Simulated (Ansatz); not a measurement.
`OB(O)[Te]C(F)(F)F` and `FC(F)(F)[TeH]` differ in one atom or group.

Ansatz, PBE0-D4/def2-TZVP geometries, multiplicity 1. Each molecule was computed in one conformer, which needn't be the lowest.

Elements past krypton have def2 core potentials.

| property | `OB(O)[Te]C(F)(F)F` |
| --- | --- |
| HOMO energy (ωB97M-V/def2-TZVPP) / eV | -9.02 |
| size of the dipole moment (ωB97M-V/def2-TZVPP) / D | 1.68 |
| HOMO energy (PBE0/def2-TZVPP) / eV | -6.90 |
| LUMO energy (ωB97M-V/def2-TZVPP) / eV | 0.70 |
| HOMO–LUMO gap (PBE/def2-TZVPP) / eV | 3.76 |
| LUMO energy (PBE0/def2-TZVPP) / eV | -1.22 |

Q: What does the change do to each property? (Estimate.)

A: Ansatz gave: 
```tsv
property	`FC(F)(F)[TeH]`	shift
HOMO energy (ωB97M-V/def2-TZVPP) / eV	-9.16	-0.14
size of the dipole moment (ωB97M-V/def2-TZVPP) / D	1.69	0.01
HOMO energy (PBE0/def2-TZVPP) / eV	-7.00	-0.10
LUMO energy (ωB97M-V/def2-TZVPP) / eV	0.32	-0.38
HOMO–LUMO gap (PBE/def2-TZVPP) / eV	3.48	-0.28
LUMO energy (PBE0/def2-TZVPP) / eV	-1.58	-0.36
```

With PBE0 the HOMO falls by 0.10 eV and the LUMO falls by 0.36 eV, so the gap narrows by about 0.26 eV. PBE moves the HOMO by -0.08 eV and ωB97M-V by -0.14 eV. Dipoles are sizes alone; their direction can turn.

Spin–orbit coupling is left out; it splits and shifts lone-pair levels of the heavy atoms by tenths of an eV.
